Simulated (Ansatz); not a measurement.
A run for Ansatz (an electronic-structure program): R-SVWN5/def2-TZVPP on GeH3ITe (SMILES [GeH3][Te]I), a point of a torsion scan. Elements past Kr take the def2 small-core potentials; no spin–orbit coupling.

Ansatz 0.2 input:
```yaml
crystal:
  periodic: [false, false, false]
  atoms:
    - {symbol: Ge, position_ang: [-0.73763475, 0.01046913, 0.01856474]}
    - {symbol: Te, position_ang: [1.33238444, 1.43677701, -0.05714337]}
    - {symbol: I, position_ang: [2.79064762, -0.17496492, 1.52480794]}
    - {symbol: H, position_ang: [-1.00823630, -0.56615082, 1.37282507]}
    - {symbol: H, position_ang: [-1.90527780, 0.86197871, -0.36720652]}
    - {symbol: H, position_ang: [-0.72884347, -1.14914792, -0.93422038]}
basis:
  gaussian:
    orbitals: def2-TZVPP
hamiltonian:
  xc: {name: SVWN5}
scf: {lower_state_search: off}
```

It printed:

```
WARN ansatz: RAYON_NUM_THREADS=1 ignored (pool sized by the plan → 1); use --threads N
Functional definition: SVWN5
these checks for a lower state are left out or cut short: stability, starts, cluster_reference, orbital_swaps, neighbouring_geometries, increment
integrals: 0.12 GiB planned
1288 factors; their error is unknown
mean field: 0.75 GiB planned
mean field evaluation 1: about -71853.8464 eV, gradient 3.0e1 eV
mean field evaluation 2: about -71853.8787 eV, gradient 3.1e1 eV
mean field evaluation 4: about -71855.1543 eV, gradient 2.9e0 eV
mean field evaluation 8: about -71855.0290 eV, gradient 5.5e-1 eV
mean field evaluation 16: about -71855.0292 eV, gradient 4.5e-5 eV
mean field -71855.02915579 eV, -2640.6236163874 hartree, gradient 4.8e-6 eV, S^2 0.000000; 0 other end points of the search recorded, 0 dependent functions left out
reference -71855.02919213 eV, -2640.6236177226 hartree; 42, 42 occupied and 148, 148 virtual orbitals, 1288 factors
Total energy: -71855.02919213 eV, -2640.6236177226 hartree
Checks for a lower state left out: stability, starts, cluster_reference, orbital_swaps, neighbouring_geometries, increment
```

The calculation finished and met its thresholds.

Cost: very roughly 1.5 core-seconds.
